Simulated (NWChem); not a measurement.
System: CH$_{2}$BF$_{3}$O; SMILES OBC(F)(F)F

```xyz
8

B     -0.7535     1.0683     0.0000
C     -0.0463    -0.3827     0.0000
F     -0.3747    -1.1101    -1.0958
F     -0.3747    -1.1101     1.0958
F      1.3239    -0.2563     0.0000
H     -1.9586     1.1866     0.0000
O      0.0268     2.1641     0.0000
H      0.9767     1.9196     0.0000
```
Atoms are numbered in this order, from 1.

Level: PBE-D3(BJ)/def2-SVP (NWChem), optimised geometry, unscaled harmonic frequencies. 

```json
[
 {"frequency (cm⁻¹)": "66", "IR intensity (km/mol)": "0.4"},
 {"frequency (cm⁻¹)": "203", "IR intensity (km/mol)": "13.3"},
 {"frequency (cm⁻¹)": "263", "IR intensity (km/mol)": "13.8"},
 {"frequency (cm⁻¹)": "375", "IR intensity (km/mol)": "9.5"},
 {"frequency (cm⁻¹)": "494", "IR intensity (km/mol)": "9.2"},
 {"frequency (cm⁻¹)": "504", "IR intensity (km/mol)": "4.5"},
 {"frequency (cm⁻¹)": "607", "IR intensity (km/mol)": "30.3"},
 {"frequency (cm⁻¹)": "745", "IR intensity (km/mol)": "128.3"},
 {"frequency (cm⁻¹)": "761", "IR intensity (km/mol)": "22.0"},
 {"frequency (cm⁻¹)": "860", "IR intensity (km/mol)": "0.0"},
 {"frequency (cm⁻¹)": "971", "IR intensity (km/mol)": "15.8"},
 {"frequency (cm⁻¹)": "1093", "IR intensity (km/mol)": "280.2"},
 {"frequency (cm⁻¹)": "1113", "IR intensity (km/mol)": "234.9"},
 {"frequency (cm⁻¹)": "1145", "IR intensity (km/mol)": "182.8"},
 {"frequency (cm⁻¹)": "1257", "IR intensity (km/mol)": "68.7"},
 {"frequency (cm⁻¹)": "1431", "IR intensity (km/mol)": "73.6"},
 {"frequency (cm⁻¹)": "2608", "IR intensity (km/mol)": "84.7"},
 {"frequency (cm⁻¹)": "3639", "IR intensity (km/mol)": "75.1"}
]
```

The zero-point energy comes out as 25.9 kcal/mol. The thermal correction to the enthalpy at 298.15 K (with zero-point energy) is 30.3 kcal/mol and the heat capacity Cv is 20.0 cal/(mol K). The entropy at 298.15 K and 1 atm (symmetry number 1) is 78.0 cal/(mol K) and the dipole moment is 1.34 D.

Rigid rotor and harmonic oscillator; modes under 100 cm⁻¹ make the entropy uncertain.
